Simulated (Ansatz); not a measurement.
CH6GeSSi, SMILES `[SiH3][CH]1[S][GeH2]1`. The species carries charge 0 and has multiplicity 1. The geometry is a stationary point of PBE0-D4/def2-TZVP.

```xyz
10

Si   -1.020    1.105    0.397
C     0.514    0.372   -0.356
S     0.206   -0.565   -1.938
Ge    0.919   -1.501   -0.096
H    -0.693    1.743    1.703
H    -1.614    2.130   -0.501
H    -2.008    0.017    0.616
H     1.389    1.015   -0.421
H     2.380   -1.942   -0.074
H    -0.073   -2.372    0.669
```

Question: What is the dipole moment at ωB97M-V/def2-TZVPP? (An estimate is asked.)

Answer: Ansatz gave: 2.19 D, with components (1.25, -0.73, 1.64) D in this frame, pointing from negative to positive charge.

Question: And with PBE, r2SCAN, B3LYP? (Best estimate.)

Answer: Computed: PBE 1.99 D, r2SCAN 2.09 D, B3LYP 2.10 D.

Question: Give the Mulliken charges with ωB97M-V, PBE, r2SCAN in def2-TZVPP. (An estimate is asked.)

Answer: Computed: 
```tsv
atom	ωB97M-V	PBE	r2SCAN
Si1	0.20	0.22	0.32
C2	-0.32	-0.15	-0.17
S3	-0.20	-0.24	-0.27
Ge4	0.15	0.17	0.19
H5	-0.04	-0.07	-0.08
H6	-0.03	-0.05	-0.07
H7	-0.02	-0.05	-0.07
H8	0.15	0.12	0.10
H9	0.05	0.02	0.02
H10	0.06	0.02	0.02
```

B3LYP here is the variant with VWN-RPA as its local correlation; programs differ in this.
